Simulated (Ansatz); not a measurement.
Ansatz (a quantum-chemistry and plane-wave program) input:

Ansatz 0.2 input:
```yaml
crystal:
  periodic: [false, false, false]
  atoms:
    - {symbol: C, position_ang: [2.61138497, -0.05887699, -0.61106675]}
    - {symbol: C, position_ang: [1.11733448, 0.23576107, -0.70929090]}
    - {symbol: C, position_ang: [0.34880589, -0.24313114, 0.52715723]}
    - {symbol: C, position_ang: [-1.14013499, 0.06111966, 0.47848545]}
    - {symbol: C, position_ang: [-1.68466437, 0.90221094, 1.32101023]}
    - {symbol: C, position_ang: [-1.94258610, -0.65324190, -0.58009879]}
    - {symbol: H, position_ang: [3.05303590, 0.43353042, 0.25851375]}
    - {symbol: H, position_ang: [3.14395277, 0.28985555, -1.49762114]}
    - {symbol: H, position_ang: [2.79519689, -1.13142613, -0.51211410]}
    - {symbol: H, position_ang: [0.71141918, -0.24069131, -1.60499484]}
    - {symbol: H, position_ang: [0.95652133, 1.31073020, -0.82994344]}
    - {symbol: H, position_ang: [0.47711026, -1.32733283, 0.63145101]}
    - {symbol: H, position_ang: [0.78496400, 0.21255132, 1.41876687]}
    - {symbol: H, position_ang: [-1.36009246, 1.51821620, 2.14552496]}
    - {symbol: H, position_ang: [-3.00296136, -0.42494879, -0.49259445]}
    - {symbol: H, position_ang: [-1.80837792, -1.73536810, -0.49262971]}
    - {symbol: H, position_ang: [-1.61160771, -0.36816656, -1.58153778]}
basis:
  gaussian:
    orbitals: def2-TZVP
hamiltonian:
  xc: b3lyp
  dispersion: d3bj
magnetization: {spin_polarized: true, initial_magnetization: 1}
phonons: {temperatures: {t_min: 298.15, t_max: 298.15, t_step: 100}}
```

### Question
Predict the final energy.

### Answer
-235.28001 Eh (B3LYP-D3(BJ)/def2-TZVP). The basis has 252 functions.

It need not be the lowest isomer of its formula.
